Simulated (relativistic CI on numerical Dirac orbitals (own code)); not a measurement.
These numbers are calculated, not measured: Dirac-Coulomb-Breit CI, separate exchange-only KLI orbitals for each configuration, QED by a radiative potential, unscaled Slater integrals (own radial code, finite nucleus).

The strongest absorption lines from the ground level of an ion, among the configurations computed and to levels below about 1890 eV (vacuum wavelength in Å, gf): 6.5469 (0.066), 6.5679 (0.65), 6.5738 (0.41), 6.5990 (0.29), 6.6027 (0.072), 27.418 (1.9), 29.021 (1.4), 30.449 (0.14).

Task: Which ion is it?
A. Pt LIV
B. Dy XLII
C. W L
D. W LII

Result: C. W L has 25 electrons and the ground level 3s2 3p6 3d7 4F_9/2; the strongest line goes to 3s2 3p5 3d8 4D°_7/2. The pattern of lines fixes the number of electrons, and along that sequence the line energies rise steadily with the charge (about as its square where n changes within one kind of shell, about linearly where n is kept but much faster in heavy ions where fine structure, which grows about as Z⁴, sets the gap, and irregularly where shells cross), which fixes Z. Configurations outside the model, such as inner-shell arrays, can give stronger lines. At this charge energies of transitions that change n are usually good to better than 1 %, and those within a shell (Δn = 0) to a few per cent.

LS names give the leading component of a level, which can be under half, so a name can repeat, a term be missing and a line seem to break the LS rules.
